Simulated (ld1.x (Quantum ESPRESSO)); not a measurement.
## How hard is this Mo TM potential?

```
Element                 : Mo (Z = 42)
Generator               : ld1.x (Quantum ESPRESSO) 7.5
Type                    : norm-conserving Troullier–Martins (Kleinman–Bylander form)
Functional              : LDA (PZ)
Relativity              : fully relativistic
Frozen core             : [Kr]
Valence charge          : 6
Reference configuration : 4d5 5s1 5p0
Partial waves           : 5s (bound): rc 2.15 bohr; 4d (bound): rc 1.80 bohr; 5p (bound, empty): rc 2.95 bohr
Local potential         : the p channel
Core correction         : a·sin(br)/r model core inside 1.15 bohr
```

Open shells are filled in proportion to 2j + 1 (rel_dist='average').

The pseudo-atom Hamiltonian at the reference potential is diagonalised in spherical Bessel functions j_l(qr) that vanish at 20 bohr, with q² up to the cutoff. All-electron valence levels (Ry): 5s -0.3182, 4d3/2 -0.2984, 4d5/2 -0.2834, 5p1/2 -0.0910, 5p3/2 -0.0832.

Problem. How do the lowest levels (Ry) of each channel move with the cutoff, and are there ghosts?

Solution.

```tsv
cutoff (Ry)	s #1	d3/2 #1	d5/2 #1	d5/2 #2	p1/2 #1	p3/2 #1	p3/2 #2	f #1	Σ f·Δε (mRy)
8	-0.3021	0.0447	0.0444	0.1127	-0.0852	-0.0852	0.0509	0.1074	1685.6
15	-0.3153	-0.0415	-0.0425	0.0664	-0.0856	-0.0856	0.0508	0.1074	1239.4
21	-0.3166	-0.2068	-0.1992	0.0592	-0.0856	-0.0856	0.0508	0.1074	437.5
35	-0.3178	-0.2923	-0.2780	0.0579	-0.0856	-0.0856	0.0508	0.1074	28.7
45	-0.3179	-0.2980	-0.2830	0.0578	-0.0856	-0.0856	0.0508	0.1074	2.4
60	-0.3181	-0.2984	-0.2833	0.0578	-0.0856	-0.0856	0.0508	0.1074	0.4
400	-0.3182	-0.2984	-0.2834	0.0578	-0.0856	-0.0856	0.0508	0.1074	0.0
```

Result: no extra level below or beside the all-electron valence levels (s, d3/2, d5/2, p1/2, p3/2, f tested); 10 mRy is reached at 40 Ry and 1 mRy at 50 Ry.

1 of 7 tests not solved or not reliable.
